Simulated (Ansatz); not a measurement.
CH₃O₂, charge +1, singlet, at a GFN2-xTB geometry. Base run: SVWN5/def2-SV(P) (Ansatz, an electronic-structure program).

The Ansatz input:
Ansatz 0.2 input:
```yaml
crystal:
  periodic: [false, false, false]
  atoms:
    - {symbol: O, position_ang: [1.08212708, 0.32266796, 0.18701646]}
    - {symbol: C, position_ang: [-0.14382398, 0.38706559, -0.02975044]}
    - {symbol: O, position_ang: [-0.86450329, -0.64748699, -0.14496980]}
    - {symbol: H, position_ang: [1.49347707, -0.57065356, 0.26967258]}
    - {symbol: H, position_ang: [-0.54750427, 1.40581879, -0.11248288]}
    - {symbol: H, position_ang: [-1.82401925, -0.55900656, -0.31506036]}
basis:
  gaussian:
    orbitals: def2-SV_P_.json
hamiltonian:
  xc: {name: SVWN5}
total_charge: 1
```
The basis file holds def2-SV(P) in the JSON format of the Basis Set Exchange.

Variants of this job, named by their change:

```json
[
 {"change": "base", "E (Eh)": "-188.46832"},
 {"change": "functional = pbe0", "E (Eh)": "-189.69127"},
 {"change": "functional = pbe; dispersion = d4", "E (Eh)": "-189.69519"},
 {"change": "functional = cam_b3lyp", "E (Eh)": "-189.82475"},
 {"change": "functional = BHLYP", "E (Eh)": "-189.79317"},
 {"change": "functional = hse06", "E (Eh)": "-189.68286"},
 {"change": "functional = B2PLYP", "E (Eh)": "-189.71836"},
 {"change": "functional = wB97X", "E (Eh)": "-189.84753"},
 {"change": "functional = r2scan", "E (Eh)": "-189.79529"},
 {"change": "functional = B2GP-PLYP", "E (Eh)": "-189.66968"},
 {"change": "functional = b3lyp5", "E (Eh)": "-189.80599"},
 {"change": "functional = wB97M-V", "E (Eh)": "-189.83044"},
 {"change": "functional = wB97X-V", "E (Eh)": "-189.83146"}
]
```

Absolute energies of different levels of theory aren't comparable as measures of quality.
